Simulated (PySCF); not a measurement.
**SMILES B/C=C/S[SiH2]C#C, C4H7BSSi**

Molfile (atoms numbered from 1):
```
C4H7BSSi
     RDKit          3D

 14 13  0  0  0  0  0  0  0  0999 V2000
   -3.3273    0.7315   -0.2071 B   0  0  0  0  0  0  0  0  0  0  0  0
   -1.8163    0.5320   -0.1320 C   0  0  0  0  0  0  0  0  0  0  0  0
   -1.1308   -0.1973   -1.0287 C   0  0  0  0  0  0  0  0  0  0  0  0
    0.5691   -0.5280   -1.0954 S   0  0  0  0  0  0  0  0  0  0  0  0
    1.4096    0.5310    0.6178 Si  0  0  0  0  0  4  0  0  0  0  0  0
    3.2034    0.1325    0.4915 C   0  0  0  0  0  0  0  0  0  0  0  0
    4.3733   -0.1296    0.3982 C   0  0  0  0  0  0  0  0  0  0  0  0
   -3.9397    0.2413   -1.0755 H   0  0  0  0  0  0  0  0  0  0  0  0
   -3.8695    1.3756    0.6062 H   0  0  0  0  0  0  0  0  0  0  0  0
   -1.2474    0.9891    0.6732 H   0  0  0  0  0  0  0  0  0  0  0  0
   -1.6395   -0.6777   -1.8526 H   0  0  0  0  0  0  0  0  0  0  0  0
    0.8387   -0.0374    1.8342 H   0  0  0  0  0  0  0  0  0  0  0  0
    1.1795    1.9599    0.4310 H   0  0  0  0  0  0  0  0  0  0  0  0
    5.3961   -0.3631    0.3170 H   0  0  0  0  0  0  0  0  0  0  0  0
  1  2  1  0
  2  3  2  0
  3  4  1  0
  4  5  1  0
  5  6  1  0
  6  7  3  0
  1  8  1  0
  1  9  1  0
  2 10  1  0
  3 11  1  0
  5 12  1  0
  5 13  1  0
  7 14  1  0
M  END
```

The calculation used PySCF 2.14.0, GIAO KT3/pcSseg-1 magnetisability, rotational g tensor and spin-rotation constants, non-relativistic, gas phase. Geometry: GFN2-xTB.

(1) Give the nuclear spin-rotation constants along the inertial axes (H = +C I·J) beside the isotropic shieldings.

(2) How do the rotational constants and the g tensor change when H8, H9, H10, H11, H12, H13, H14 are replaced by deuterium?

Results:

(1) Rotational constants 5.6740, 0.7914, 0.7004 GHz. A star marks the isotopologue with that one atom substituted, in its own axes.
| atom | isotope | Caa (kHz) | Cbb (kHz) | Ccc (kHz) | mean (kHz) | σ (ppm) |
| --- | --- | --- | --- | --- | --- | --- |
| B1 | 11B | 2.330 | 0.299 | 0.100 | 0.909 | 45.4 |
| H8 | 1H | -0.039 | 0.018 | -0.074 | -0.032 | 25.8 |
| H9 | 1H | -0.294 | 0.052 | -0.071 | -0.104 | 25.7 |
| H10 | 1H | -0.020 | 0.024 | -0.089 | -0.028 | 25.1 |
| H11 | 1H | -0.199 | 0.041 | -0.078 | -0.079 | 24.4 |
| H12 | 1H | -0.444 | -0.046 | 0.005 | -0.162 | 26.5 |
| H13 | 1H | -0.446 | -0.047 | 0.006 | -0.162 | 26.5 |
| H14 | 1H | 0.047 | -0.081 | -0.078 | -0.037 | 29.5 |
| C2 | 13C* | 2.251 | 0.344 | 0.097 | 0.897 | 50.5 |
| C3 | 13C* | 2.713 | 0.344 | 0.118 | 1.058 | 24.9 |
| S4 | 33S* | 0.972 | 0.269 | 0.185 | 0.476 | 497.6 |
| Si5 | 29Si* | -3.166 | -0.421 | -0.379 | -1.322 | 424.8 |
| C6 | 13C* | 0.172 | 0.242 | 0.233 | 0.216 | 115.4 |
| C7 | 13C* | 0.450 | 0.266 | 0.258 | 0.325 | 88.5 |

For the geometry as given, no vibrational averaging.

(2) Constants 4.8402, 0.7070, 0.6263 GHz; g -0.0776, -0.0134, -0.0050, against -0.0911, -0.0150, -0.0056 before.
